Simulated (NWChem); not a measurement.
Molecule: CH3ClSi, singlet; SMILES [Si](Cl)C

Program: NWChem. Pople sets run with spherical d functions. Low-valent species are run as closed-shell singlets; no triplet was tried in these runs. Coordinates come from a PBE0/def2-SVP optimisation. Vertical excitations in the gas phase; the lowest state need not have the same character in each row.

```csv
level,"lowest excitation, singlet (eV)",oscillator strength of that lowest state,"lowest state with f > 0.02, singlet (eV)",oscillator strength of that bright state,orbital gap (eV)
"PBE/6-31+G*, full TDDFT",2.76,0.020,5.46,0.118,2.23
"B3LYP/6-31+G*, full TDDFT",2.88,0.024,2.88,0.024,…
"CAM-B3LYP/6-31+G*, full TDDFT",2.91,0.026,2.91,0.026,6.48
```

What belongs in the gaps?


- B3LYP/6-31+G*, full TDDFT, orbital gap (eV): 3.75
